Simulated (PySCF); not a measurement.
**Relaxation of triplet HfHCl**

All numbers come from PySCF, UPBE0, basis Hf def2-TZVP with ECP60, H def2-TZVP, Cl def2-TZVP (scalar-relativistic core potentials, no spin–orbit coupling, density fitting). A (50,194) grid was used.

A hand-made bent start, of Cs symmetry, held to at least that symmetry:

```xyz
3
charge 0 multiplicity 3, angstrom
Hf   -0.3260    0.0000   -0.2381
H    -1.8332    0.0000    0.8173
Cl    1.7301    0.0000    1.2016
```

Question: What does it relax to?

Answer: It ends at Cs with Hf–Cl 2.340 Å, Hf–H 1.866 Å; Cl–Hf–H 126.9° (after a last refinement on a finer grid). A frequency run shows a minimum. Other isomers or separated fragments may lie lower.

Question: How much energy is released, and in how many steps?

Answer: 24.6 kJ/mol in 8 steps.

Other spin states or occupations of the open shell can lie lower. At this level a broken-symmetry Ms = 0 minimum of Cs symmetry lies 14 kJ/mol below this structure. With an element this heavy the missing spin–orbit coupling can shift these numbers.

The relaxation took 17 s on 2 threads of a shared Arm Neoverse V1 host, with 83 basis functions and 9 gradients; the process peaked at 0.48 GiB. Launch command: `OMP_NUM_THREADS=2 python axn.py task.json out`.
